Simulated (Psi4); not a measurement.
Computed with SAPT0/jun-cc-pVDZ, frozen core (Psi4 1.11).

Psi4 input:

```
molecule {
0 1
C -0.00000090 0.00000102 0.00000079
H -0.45770882 -0.13844300 0.97855700
H 0.40196155 1.00960468 -0.07323106
H -0.74962890 -0.14947013 -0.77585431
H 0.80537707 -0.72169257 -0.12947243
--
1 1
N -1.16202330 -2.91314241 0.20361816
H -0.78420103 -1.96264810 0.13628142
H -0.70603789 -3.40810843 0.97679910
H -0.98619349 -3.41365424 -0.67347682
H -2.17166456 -2.86816150 0.37486558
units angstrom
symmetry c1
no_reorient
no_com
}
set basis jun-cc-pvdz
set scf_type df
set freeze_core true
energy('sapt0')
```

Part of the output:

```
    SAPT Results
  --------------------------------------------------------------------------------------------------------
    Electrostatics                 -3.36873386 [mEh]      -2.11391241 [kcal/mol]      -8.84460953 [kJ/mol]
      Elst10,r                     -3.36873386 [mEh]      -2.11391241 [kcal/mol]      -8.84460953 [kJ/mol]

    Exchange                        9.70411553 [mEh]       6.08942443 [kcal/mol]      25.47815182 [kJ/mol]
      Exch10                        9.70411553 [mEh]       6.08942443 [kcal/mol]      25.47815182 [kJ/mol]
      Exch10(S^2)                   9.63885429 [mEh]       6.04847239 [kcal/mol]      25.30680846 [kJ/mol]

    Induction                      -8.10177506 [mEh]      -5.08394060 [kcal/mol]     -21.27120748 [kJ/mol]
      Ind20,r                      -9.03745801 [mEh]      -5.67109052 [kcal/mol]     -23.72784274 [kJ/mol]
      Exch-Ind20,r                  2.67668848 [mEh]       1.67964738 [kcal/mol]       7.02764464 [kJ/mol]
      delta HF,r (2)               -1.74100553 [mEh]      -1.09249746 [kcal/mol]      -4.57100938 [kJ/mol]

    Dispersion                     -2.77521573 [mEh]      -1.74147416 [kcal/mol]      -7.28632791 [kJ/mol]
      Disp20                       -3.09179865 [mEh]      -1.94013295 [kcal/mol]      -8.11751624 [kJ/mol]
      Exch-Disp20                   0.31658292 [mEh]       0.19865878 [kcal/mol]       0.83118834 [kJ/mol]
      Disp20 (SS)                  -1.54589933 [mEh]      -0.97006647 [kcal/mol]      -4.05875812 [kJ/mol]
      Disp20 (OS)                  -1.54589933 [mEh]      -0.97006647 [kcal/mol]      -4.05875812 [kJ/mol]
      Exch-Disp20 (SS)              0.18199516 [mEh]       0.11420369 [kcal/mol]       0.47782822 [kJ/mol]
      Exch-Disp20 (OS)              0.13458776 [mEh]       0.08445510 [kcal/mol]       0.35336012 [kJ/mol]

  Total HF                         -1.76639338 [mEh]      -1.10842858 [kcal/mol]      -4.63766519 [kJ/mol]
  Total SAPT0                      -4.54160912 [mEh]      -2.84990275 [kcal/mol]     -11.92399309 [kJ/mol]
```
